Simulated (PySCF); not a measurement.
C3H6FNSi, SMILES F[C@H]1C[SiH2]C=N1.

Geometry: PBE-D3(BJ)/def2-SVP. The structure was generated by enumeration; whether it is a known compound was not checked. Other conformers were not sampled.

Level of theory: TDDFT-ωB97X/def2-SVPD (PySCF).

Vertical excitations. Isolated molecule, no solvent.

```
state  energy (eV)  λ (nm)      f                                                                main pairs
-----  -----------  ------  -----  ------------------------------------------------------------------------
S1            4.38     283  0.000                                                            HOMO→LUMO 96 %
S2            7.11     174  0.089                                                          HOMO−1→LUMO 87 %
S3            7.33     169  0.001                                                          HOMO−2→LUMO 72 %
S4            7.48     166  0.095                                                          HOMO→LUMO+1 74 %
S5            7.52     165  0.020                                        HOMO→LUMO+2 72 %, HOMO→LUMO+3 15 %
S6            8.24     150  0.071   HOMO−3→LUMO 24 %, HOMO−5→LUMO 24 %, HOMO−2→LUMO 15 %, HOMO−1→LUMO+1 7 %
S7            8.33     149  0.008    HOMO−4→LUMO 37 %, HOMO−1→LUMO+1 24 %, HOMO−3→LUMO 9 %, HOMO−5→LUMO 8 %
S8            8.40     148  0.002  HOMO−1→LUMO+1 26 %, HOMO−5→LUMO 23 %, HOMO−4→LUMO 12 %, HOMO→LUMO+4 11 %
S9            8.49     146  0.004    HOMO→LUMO+4 38 %, HOMO→LUMO+7 10 %, HOMO−1→LUMO+1 7 %, HOMO→LUMO+3 6 %
S10           8.66     143  0.116                                                        HOMO−2→LUMO+1 60 %
T1            3.61     343      0                                                            HOMO→LUMO 95 %
T2            4.64     267      0                                        HOMO−1→LUMO 65 %, HOMO−4→LUMO 15 %
T3            7.01     177      0                                        HOMO→LUMO+1 48 %, HOMO−2→LUMO 24 %
T4            7.04     176      0      HOMO→LUMO+1 35 %, HOMO−2→LUMO 33 %, HOMO−3→LUMO 9 %, HOMO−5→LUMO 8 %
```
Triplets are in the Tamm–Dancoff approximation, which puts them higher than full response would, so one can lie above its singlet here.
